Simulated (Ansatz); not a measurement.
## Worked example: vertical ionisation energy of InH2F (SMILES [H][In]([H])[F])

InH2F: 4 atoms, total charge 0, spin state singlet. SMILES: `[H][In]([H])[F]`. The shape comes from GFN2-xTB, which is rough for such elements, and wasn't checked as a minimum.

Both states at this one shape; open shells run unrestricted unless said. 1 Eh = 27.2114 eV.

```
                                   level  program  singlet InH2F (Eh)  doublet InH2F+ (Eh)
                            wB97X/STO-3G   Ansatz        -5784.581774         -5784.314187
CCSDT(Q)/STO-3G, 19 core orbitals frozen   Ansatz        -5782.133842         -5781.904208
```

Question: Work out the vertical ionisation energy at each level.

Answer: 
1. wB97X/STO-3G: -5784.314187 − (-5784.581774) = 0.267587 Eh = 7.28 eV.
2. CCSDT(Q)/STO-3G: -5781.904208 − (-5782.133842) = 0.229634 Eh = 6.25 eV.

No measured value is set beside it here; the levels span 6.25 to 7.28 eV. Spin-orbit coupling, which splits open shells on such heavy atoms by tenths of an eV, is left out. Minimal sets are far from the basis-set limit. All-electron rows are non-relativistic unless named.
